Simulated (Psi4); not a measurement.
CAlCl2NO (SMILES O=C=[N][Al]([Cl])[Cl]), singlet, geometry from GFN2-xTB (such geometries of metal compounds can be far from the true shape).

The Psi4 input:
```
memory 2 GB

molecule mol {
0 1
  Al   -0.418228    0.200266   -0.170894
  Cl   -2.022512   -1.019092   -0.224611
  Cl   -0.307011    2.134568   -0.727266
  N     1.098939   -0.526220    0.449043
  C     2.109666   -1.010200    0.862041
  O     3.086037   -1.477728    1.261000
}

set basis def2-sv(p)
set reference rks

energy('b3lyp')
print_variables()
```

Question: What does this run give for the number of basis functions, total energy, nuclear repulsion energy, dipole moment?

Answer: 
- number of basis functions = 96
- total energy = -1330.6652 Eh
- nuclear repulsion energy = 356.6348 Eh
- dipole moment = 1.61 D
